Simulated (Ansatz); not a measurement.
Compare A (`O[SiH]1NCS1`) with its isomer B (`O=C(S)N[SiH3]`).

Calculated with Ansatz (gas phase, PBE0-D4/def2-TZVP geometries, no zero-point term in ΔE). CCSD(T)/CBS is the MP2 limit (def2-TZVPP, def2-QZVPP) plus CCSD(T) − MP2 in def2-TZVPP, frozen cores. DFT in def2-TZVPP. B3LYP here is the variant with VWN-RPA as its local correlation; programs differ in this. Each species was taken in one conformer, which may not be the lowest.

A:

Z-matrix (Å, degrees):
```
Si
N 1 1.709
O 1 1.634 2 118.4
S 1 2.135 2 82.1 3 -118.2
H 1 1.479 2 118.4 3 123.9
C 2 1.451 1 101.5 3 122.9
H 2 1.005 1 134.6 3 -81.6
H 3 0.960 1 116.2 2 -50.6
H 6 1.093 2 113.8 1 110.8
H 6 1.094 2 113.8 1 -122.7
```

B:

Z-matrix (Å, degrees):
```
Si
N 1 1.761
H 1 1.479 2 110.9
H 1 1.485 2 103.4 3 -118.1
H 1 1.479 2 110.9 3 123.9
C 2 1.358 1 117.4 3 -61.9
H 2 1.005 1 123.2 3 118.1
S 6 1.785 2 119.1 1 180.0
O 6 1.208 2 122.0 1 -0.0
H 8 1.343 6 98.5 2 -0.1
```

Problem. Which is lower in electronic energy at CCSD(T)/CBS, and by how much? (Estimate.)

Solution. Computed: A, by 40.8 kcal/mol.

Problem. Give E(B) − E(A) in kcal/mol with CCSD/def2-TZVPP, ωB97M-V, HF/def2-TZVPP, MP2/def2-TZVPP, CCSD(T)/def2-TZVPP, B2PLYP, B3LYP. (Estimate.)

Solution. Ansatz gave: CCSD/def2-TZVPP 39.0, ωB97M-V 38.9, HF/def2-TZVPP 34.5, MP2/def2-TZVPP 41.4, CCSD(T)/def2-TZVPP 38.1, B2PLYP 35.6, B3LYP 32.7. None reverses the order clearly.

Largest T1 diagnostic: 0.015.

In def2-TZVPP, CCSD(T) changes the Hartree–Fock value by +3.7 kcal/mol (the triples alone add −0.9 kcal/mol) and MP2 by +6.9 kcal/mol. From PBE to PBE0 (25 % exact exchange), in def2-TZVPP and without D4, E(B) − E(A) moves by +4.8 kcal/mol.
